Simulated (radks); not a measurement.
Numerical settings for neutral boron, [He] 2s2 2p1. Calculated with a radial shooting solver on a logarithmic mesh with Libxc functionals: Dirac Kohn-Sham, PBE, spin-unpolarised, spherical densities, finite nucleus; open shells are shared between the two j in proportion to 2j + 1; Fermi nuclear charge, rms radius 2.406 fm. The defaults (mesh step 0.008 in ln r, mesh end at 40 bohr or more with all orbitals vanishing there, Anderson mixing 0.5 over 9 steps, residual threshold near 1e-9 with the energy settled to 1e-9 hartree or 1e-11 of itself, here a cap of 83 iterations) give E = -24.6032 hartree and 2p3/2 at -3.606 eV in 13 iterations. Run on one thread of a shared host, so times are rough (Arm Neoverse V1): 0.05 s of CPU time, 0.05 s wall, 13 iterations on 2208 mesh points. Changes against that run (0 stands for a change within the tolerance of the run):

setting                    iterations         converged  E (mhartree)  e(2p3/2) (meV)  CPU (s)
mesh step in ln r 0.05             13               yes             0               0     0.01
mesh step in ln r 0.003            13               yes             0               0     0.11
mesh step in ln r 0.12             83                no     -8.09e+04               -     0.13
mesh end (bohr) 20                 13               yes             0               0     0.05
mesh end (bohr) 1                  13  level above zero     +2.58e+04       +2.09e+05     0.03
residual threshold 1e-13           83                no             0               0     0.18
residual threshold 0.01             8               yes             0          +0.209     0.03
mixing 1                           10               yes             0               0     0.04
linear mixing, mixing 0.8          16               yes             0               0     0.05
linear mixing, mixing 0.5          30               yes             0               0     0.08
mixing history 3                   16               yes             0               0     0.05
iteration cap 2                     2                no            +9       -3.73e+03     0.01

Settled on a wrong energy, with an occupied level pushed above zero by the early mesh end: mesh end (bohr) 1 (+25.8 hartree). Apart from these: no run marked as converged misses the energy by more than 1 mhartree. A mesh that ends early acts as a hard wall.
